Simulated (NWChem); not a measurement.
System: BiH$_{2}$Te$_{2}$Cl; SMILES [Cl][Bi]([TeH])[TeH]

The following NWChem deck was run.

```
start job
memory heap 200 mb stack 900 mb global 1100 mb
geometry units angstroms noautoz
  Bi    -0.850497     0.051894     0.485928
  Cl    -1.942911    -0.149454    -1.746633
  Te     1.111055     2.086371    -0.003335
  H      1.932913     1.128427    -1.090432
  Te     1.088994    -2.025566     0.278936
  H     -0.113234    -3.183649     0.231192
end
basis spherical
  * library def2-svp
end
ecp
  Te library def2-ecp
  Bi library def2-ecp
end
dft
  xc b3lyp
  iterations 150
  mulliken
end
task dft energy
```

Structure relaxed at the PBE0/def2-SVP level. Not confirmed as a minimum by frequencies. def2 effective core potentials on Te, Bi; no spin-orbit coupling.

Give the results of this calculation. (B3LYP/def2-SVP with def2 effective core potentials on Te, Bi.) Quantities: energy (Ha); highest occupied level (eV); orbital gap (eV); dipole (D).


```
Quantity                       Result
---------------------------  --------
energy (Ha)                  -1212.28
highest occupied level (eV)     -6.29
orbital gap (eV)                 3.75
dipole (D)                       2.75
```
